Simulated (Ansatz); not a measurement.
Reaction (cleavage of the Ga–Si bond): `S[SiH2][GaH2]` + HBr → `[GaH2][Br]` + `[SiH3]S`

Isolated molecules relaxed with PBE0-D4/def2-TZVP in Ansatz; ΔE leaves out vibrations. CCSD(T)/CBS adds triple-zeta CCSD(T) − MP2 to the extrapolated MP2 energy (def2 sets, frozen cores). Functionals use def2-TZVPP. B3LYP here is the variant with VWN-RPA as its local correlation; programs differ in this. HSE06 is defined as in plane-wave codes. For Br, Ga outer-core shells are correlated without core-valence functions, which leaves a few kJ/mol of doubt a bond. Scalar relativity is left out up to krypton. One conformer a species, not always the lowest.

**Question.** Is it downhill or uphill in electronic energy at CCSD(T)/CBS, and by how much? (An estimate is asked.)

**Answer.** Ansatz gave: Downhill: ΔE = -124.5 kJ/mol.

**Question.** What do these levels give: revPBE-D4, B3LYP-D4, HSE06-D4, CAM-B3LYP-D4, ωB97X-V, ωB97M-V, r2SCAN, BHLYP, HF/def2-TZVPP, MP2/def2-TZVPP, HF/def2-QZVPP, MP2/CBS(def2)? (Estimate.)

**Answer.** Computed: revPBE-D4 -108.0, B3LYP-D4 -122.2, HSE06-D4 -117.7, CAM-B3LYP-D4 -127.2, ωB97X-V -128.0, ωB97M-V -127.7, r2SCAN -124.5, BHLYP -138.8, HF/def2-TZVPP -156.1, MP2/def2-TZVPP -132.0, HF/def2-QZVPP -156.0, MP2/CBS(def2) -131.3 kJ/mol.

**Question.** What do rigid-rotor, harmonic-oscillator terms from PBE0-D4/def2-TZVP frequencies (298.15 K, 1 bar) make of the CCSD(T)/CBS value? (Estimate.)

**Answer.** Computed: ΔZPE = +5.7 kJ/mol, ΔH = -122.1 kJ/mol, ΔS = -2 J/(mol·K), ΔG = -121.4 kJ/mol. Modes under 50 cm⁻¹ make the entropy rough.

Largest T1 diagnostic among the species: 0.013.

From r2SCAN to r2SCAN0 (25 % exact exchange), in def2-TZVPP and without D4, ΔE moves by −4.7 kJ/mol. In def2-TZVPP, CCSD(T) changes the Hartree–Fock value by +31.0 kJ/mol (the triples alone add +3.1 kJ/mol) and MP2 by +24.1 kJ/mol.
